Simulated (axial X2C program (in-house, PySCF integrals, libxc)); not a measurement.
# Excited states of TeBr⁻ by EOM-EE-CCSD

Computed with an axial X2C code built on PySCF integrals: two-component X2C with atomic mean-field Coulomb and Gaunt terms, Gaussian nuclei, basis Te dyall-acv3z, Br dyall-acv3z with contracted cores.

R = 2.607 Å (near the PBE0 minimum at charge -1 of the determinant lowest at the starting distance; the state shown can have its own minimum elsewhere).

Hartree–Fock spinors of TeBr⁻ (one of each Kramers pair; a window near the gap, which can cut inner shells):

```csv
ω,occupied,ε (eV),character
1/2,yes,-14.82,"75% Te s, 15% Br p, 5% Br d"
1/2,yes,-6.94,"71% Br p, 19% Te p, 5% Te s"
1/2,yes,-6.74,"76% Br p, 18% Te p, 2% Te d"
3/2,yes,-6.42,"86% Br p, 9% Te p, 3% Te d"
1/2,yes,-3.26,"81% Te p, 10% Br p, 5% Br d"
3/2,yes,-2.66,"83% Te p, 8% Br p, 5% Br d"
1/2,no,4.05,"74% Te p, 18% Br p, 4% Te d"
1/2,no,4.68,"66% Te s, 22% Br p, 9% Te p"
1/2,no,4.83,"96% Te p, 2% Br p"
3/2,no,4.87,97% Te p
1/2,no,5.80,"40% Te p, 27% Br p, 14% Te s"
1/2,no,6.08,"94% Br p, 2% Br d, 2% Te p"
```

Vertical excitation energies from the closed-shell determinant state of TeBr⁻:

```json
{"Ω": "2", "excitation (eV)": "1.199", "cm⁻¹": "9667", "hole of the leading pair": "85% Te pπ, 6% Br pπ", "particle of the leading pair": "57% Te pσ, 15% Br pσ, 10% Te dσ", "weight of the pair (for Ω = 0 its time-reversed partner can hold as much again)": "0.95", "singles weight": "0.95"}
{"Ω": "1", "excitation (eV)": "1.336", "cm⁻¹": "10774", "hole of the leading pair": "84% Te pπ, 7% Br pπ", "particle of the leading pair": "57% Te pσ, 15% Br pσ, 10% Te dσ", "weight of the pair (for Ω = 0 its time-reversed partner can hold as much again)": "0.75", "singles weight": "0.95"}
{"Ω": "0⁻", "excitation (eV)": "1.624", "cm⁻¹": "13096", "hole of the leading pair": "83% Te pπ, 7% Br pπ", "particle of the leading pair": "57% Te pσ, 15% Br pσ, 10% Te dσ", "weight of the pair (for Ω = 0 its time-reversed partner can hold as much again)": "0.47", "singles weight": "0.95"}
{"Ω": "0⁺", "excitation (eV)": "1.659", "cm⁻¹": "13384", "hole of the leading pair": "83% Te pπ, 7% Br pπ", "particle of the leading pair": "56% Te pσ, 15% Br pσ, 10% Te dσ", "weight of the pair (for Ω = 0 its time-reversed partner can hold as much again)": "0.47", "singles weight": "0.95"}
{"Ω": "1", "excitation (eV)": "2.068", "cm⁻¹": "16679", "hole of the leading pair": "81% Te pπ, 8% Br pπ", "particle of the leading pair": "57% Te pσ, 15% Br pσ, 10% Te dσ", "weight of the pair (for Ω = 0 its time-reversed partner can hold as much again)": "0.75", "singles weight": "0.94"}
{"Ω": "2", "excitation (eV)": "3.388", "cm⁻¹": "27326", "hole of the leading pair": "84% Te pπ, 7% Br pπ", "particle of the leading pair": "82% Te sσ, 8% Br sσ", "weight of the pair (for Ω = 0 its time-reversed partner can hold as much again)": "0.93", "singles weight": "0.94"}
{"Ω": "1", "excitation (eV)": "3.448", "cm⁻¹": "27808", "hole of the leading pair": "83% Te pπ, 8% Br pπ", "particle of the leading pair": "82% Te sσ, 9% Br sσ", "weight of the pair (for Ω = 0 its time-reversed partner can hold as much again)": "0.91", "singles weight": "0.94"}
{"Ω": "2", "excitation (eV)": "3.793", "cm⁻¹": "30596", "hole of the leading pair": "83% Te pπ, 8% Br pπ", "particle of the leading pair": "73% Te pσ, 12% Te pπ, 10% Br pσ", "weight of the pair (for Ω = 0 its time-reversed partner can hold as much again)": "0.93", "singles weight": "0.94"}
{"Ω": "1", "excitation (eV)": "3.804", "cm⁻¹": "30682", "hole of the leading pair": "83% Te pπ, 7% Br pπ", "particle of the leading pair": "47% Te pπ, 41% Te pσ", "weight of the pair (for Ω = 0 its time-reversed partner can hold as much again)": "0.91", "singles weight": "0.94"}
{"Ω": "0⁻", "excitation (eV)": "3.858", "cm⁻¹": "31116", "hole of the leading pair": "84% Te pπ, 7% Br pπ", "particle of the leading pair": "93% Te pπ", "weight of the pair (for Ω = 0 its time-reversed partner can hold as much again)": "0.43", "singles weight": "0.95"}
{"Ω": "0⁻", "excitation (eV)": "3.874", "cm⁻¹": "31243", "hole of the leading pair": "81% Te pπ, 8% Br pπ", "particle of the leading pair": "82% Te sσ, 9% Br sσ", "weight of the pair (for Ω = 0 its time-reversed partner can hold as much again)": "0.45", "singles weight": "0.94"}
{"Ω": "0⁺", "excitation (eV)": "3.874", "cm⁻¹": "31249", "hole of the leading pair": "81% Te pπ, 8% Br pπ", "particle of the leading pair": "82% Te sσ, 9% Br sσ", "weight of the pair (for Ω = 0 its time-reversed partner can hold as much again)": "0.46", "singles weight": "0.94"}
```

This point took 65 s on 1 thread of Arm Neoverse V2, with other jobs on the host.

Reference electrons by ω block (each with its −ω partner): 1/2: 28, 3/2: 13, 5/2: 3. 14 electrons of TeBr⁻ correlated (inner shells frozen), 88 natural virtual spinors (a truncated set); levels can be off by some tenths of an eV. Roots sought by Ω: (0: 5, 1: 4, 2: 3, 3: 1); the list ends where they run out and leaves out roots under 60 % singles weight. The solver can skip a root, and states that need a further excitation, which the method places far too high, are missing though they may lie low or lowest. T1 of the reference 0.012 (Lee–Taylor). The highest Hartree–Fock level of the anion lies at -2.66 eV; relaxation, partly offset by correlation, puts the detachment threshold some tenths of an eV to over one eV lower in magnitude, and states above it are held by the basis set and are not bound. Number of frozen shells: Te 4 s, 3 p, 2 d; Br 3 s, 2 p, 1 d.
